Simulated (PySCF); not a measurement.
Molfile (atoms numbered from 1):
```
CH4F2O3Si
     RDKit          3D

 11 10  0  0  0  0  0  0  0  0999 V2000
   -0.6146   -0.5923    1.6851 O   0  0  0  0  0  0  0  0  0  0  0  0
   -0.4811   -0.0883    0.1263 Si  0  0  0  0  0  4  0  0  0  0  0  0
   -0.6620   -1.2559   -1.0277 O   0  0  0  0  0  0  0  0  0  0  0  0
   -1.6166    1.0671   -0.1602 O   0  0  0  0  0  0  0  0  0  0  0  0
    1.3205    0.5174    0.0073 C   0  0  0  0  0  0  0  0  0  0  0  0
    1.4732    1.3349   -1.0692 F   0  0  0  0  0  0  0  0  0  0  0  0
    2.0980   -0.5914   -0.2052 F   0  0  0  0  0  0  0  0  0  0  0  0
   -1.4808   -0.8765    1.9918 H   0  0  0  0  0  0  0  0  0  0  0  0
    0.1225   -1.7951   -1.1775 H   0  0  0  0  0  0  0  0  0  0  0  0
   -1.8483    1.2103   -1.0830 H   0  0  0  0  0  0  0  0  0  0  0  0
    1.7202    1.0392    0.8950 H   0  0  0  0  0  0  0  0  0  0  0  0
  1  2  1  0
  2  3  1  0
  2  4  1  0
  2  5  1  0
  5  6  1  0
  5  7  1  0
  1  8  1  0
  3  9  1  0
  4 10  1  0
  5 11  1  0
M  END
```

Geometry: PBE0-D3(BJ)/def2-SVP; GIAO absolute shieldings from PySCF 2.14, gas phase, non-relativistic, averaged over equivalent atoms.

At PBE0/6-31G* (110 basis functions, 10 s wall time on 1 thread of an Arm Neoverse V1, shared host):
```json
{"atoms": "O1/O3/O4", "σ (ppm)": "288.8"}
{"atoms": "Si2", "σ (ppm)": "457.7"}
{"atoms": "C5", "σ (ppm)": "81.1"}
{"atoms": "F6/F7", "σ (ppm)": "348.3"}
{"atoms": "H11", "σ (ppm)": "26.11"}
{"atoms": "H8/H9/H10", "σ (ppm)": "29.95"}
```

Task: What do these become at PBE0/6-311+G(2d,p)?

Result: 
| atoms | σ at PBE0/6-311+G(2d,p) | change |
| --- | --- | --- |
| O1/O3/O4 | 280.3 | -8.5 |
| Si2 | 395.7 | -62.0 |
| C5 | 68.5 | -12.6 |
| F6/F7 | 331.2 | -17.1 |
| H11 | 25.64 | -0.47 |
| H8/H9/H10 | 29.80 | -0.15 |

The largest change is at Si2 (silicon bonded to C, 3 O). Cost: 221 basis functions, 27 s wall time on 1 thread of an Arm Neoverse V1, shared host.
